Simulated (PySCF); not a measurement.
C₆H₁₆BNO.
Numbering: `[CH3:1][O:2][C@H:3]1[CH2:4][CH2:5][BH2-:6][N+:7]1([CH3:8])[CH3:9]` (hydrogens: H10, H11, H12 on C1; H13 on C3; H14, H15 on C4; H16, H17 on C5; H18, H19 on B6; H20, H21, H22 on C8; H23, H24, H25 on C9)

A GFN2-xTB structure was refined with PBE0-D3(BJ)/def2-SVP geometry optimisation, gas phase in PySCF. Its GFN2-xTB values:

| coordinate | GFN2-xTB |
| --- | --- |
| C1–O2 | 1.434 Å |
| C1–H10 | 1.099 Å |
| O2–C3 | 1.418 Å |
| C3–C4 | 1.548 Å |
| C3–N7 | 1.439 Å |
| C3–H13 | 1.097 Å |
| C4–C5 | 1.559 Å |
| C4–H14 | 1.052 Å |
| C4–H15 | 1.084 Å |
| C5–H16 | 1.116 Å |
| C5–H17 | 1.093 Å |
| B6–H18 | 1.191 Å |
| B6–H19 | 1.200 Å |
| N7–C8 | 1.467 Å |
| C8–H20 | 1.127 Å |
| C9–H23 | 1.052 Å |
| O2–C3–C4 | 114.5° |
| O2–C3–N7 | 109.8° |
| C3–C4–C5 | 103.5° |
| C3–N7–B6 | 102.3° |
| C3–N7–C8 | 110.4° |
| C4–C3–N7 | 108.8° |
| C4–C5–B6 | 107.5° |
| C5–B6–N7 | 99.2° |
| C1–O2–C3–C4 | 72° |
| O2–C3–N7–B6 | -171° |
| C3–C4–C5–B6 | -4° |

**Question.** How do these coordinates change at the PBE0-D3(BJ)/def2-SVP level?

**Answer.** 
| coordinate | PBE0-D3(BJ)/def2-SVP (Å or °) | change |
| --- | --- | --- |
| C4–H14 | 1.101 | +0.049 |
| C9–H23 | 1.097 | +0.045 |
| C3–N7 | 1.484 | +0.045 |
| C1–O2 | 1.398 | -0.036 |
| B6–H18 | 1.225 | +0.034 |
| C8–H20 | 1.096 | -0.031 |
| B6–H19 | 1.230 | +0.030 |
| O2–C3 | 1.391 | -0.027 |
| C3–C4 | 1.525 | -0.023 |
| C4–H15 | 1.103 | +0.019 |
| C4–C5 | 1.542 | -0.017 |
| C5–H16 | 1.100 | -0.016 |
| C3–H13 | 1.107 | +0.010 |
| C5–H17 | 1.102 | +0.009 |
| N7–C8 | 1.475 | +0.008 |
| C1–H10 | 1.105 | +0.006 |
| C3–C4–C5 | 106.3 | +2.8 |
| C4–C3–N7 | 106.4 | -2.4 |
| O2–C3–C4 | 116.6 | +2.1 |
| C4–C5–B6 | 105.7 | -1.8 |
| C3–N7–B6 | 100.9 | -1.4 |
| O2–C3–N7 | 108.5 | -1.3 |
| C3–N7–C8 | 111.5 | +1.1 |
| C5–B6–N7 | 100.3 | +1.1 |
| C1–O2–C3–C4 | 75 | +3 |
| C3–C4–C5–B6 | -7 | -3 |
| O2–C3–N7–B6 | -172 | -1 |

The energy falls by 0.302 eV over 9 energy and gradient evaluations, the largest force component goes from 0.0564 to 2.2e-04 Eh/bohr, and the atoms move by 0.040 Å rms after alignment. The bond that changes most is C4–H14 (ring CH2 carbon to methylene hydrogen), which lengthens by 0.049 Å. Bonds longer at the end by more than 0.005 Å: 14 of 25; shorter: 9. Rotational constants go from 2160, 1473, 1106 to 2149, 1478, 1111 MHz.

The run used 206 basis functions and 58 SCF cycles in all. Time: 3.3 min wall; peak memory 1.0 GiB. Hardware: Arm Neoverse V2, one thread (shared host).

No PBE0-D3(BJ)/def2-SVP frequencies stand behind this structure, so it isn't proved a minimum. The numbers are those of one conformer.
